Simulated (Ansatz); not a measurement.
`[CH3][Mo]([NH2])(=[O])=[O]` + `[CH3][Zr]([Cl])([Cl])[Cl]` → `[CH3][Mo]([CH3])(=[O])=[O]` + `[NH2][Zr]([Cl])([Cl])[Cl]`  (redistribution)

Gas-phase electronic energies from Ansatz, PBE0-D4/def2-TZVP geometries. CCSD(T)/CBS adds triple-zeta CCSD(T) − MP2 to the extrapolated MP2 energy (def2 sets, frozen cores). DFT in def2-TZVPP. B3LYP here is the variant with VWN-RPA as its local correlation; programs differ in this. HSE06 is defined as in plane-wave codes. Elements past krypton have def2 core potentials. For Mo, Zr outer-core shells are correlated without core-valence functions, which leaves a few kJ/mol of doubt a bond. One conformer a species, not always the lowest.

Question: Is it downhill or uphill in electronic energy at CCSD(T)/CBS, and by how much? (Estimate.)

Answer: The calculation gave: Downhill: ΔE = -3.1 kcal/mol.

Question: What do these levels give: BLYP-D4, r2SCAN-D4, HSE06-D4, CAM-B3LYP-D4, PBE-QIDH, BLYP, PBE0, B3LYP, CAM-B3LYP, LC-ωPBE, HF/def2-TZVPP, MP2/def2-QZVPP? (Estimate.)

Answer: The calculation gave: BLYP-D4 -2.8, r2SCAN-D4 -3.0, HSE06-D4 -3.2, CAM-B3LYP-D4 -3.1, PBE-QIDH -3.7, BLYP -2.9, PBE0 -3.2, B3LYP -3.0, CAM-B3LYP -3.1, LC-ωPBE -3.5, HF/def2-TZVPP -3.9, MP2/def2-QZVPP -3.7 kcal/mol.

Largest T1 diagnostic among the species: 0.025, so the coupled-cluster value is less sure than usual.

Leaving LDA and LC-ωPBE aside and taking each functional with its dispersion term where it has one, the values, not all of them listed here, spread over 1.0 kcal/mol, from PBE-QIDH to B97M-V.
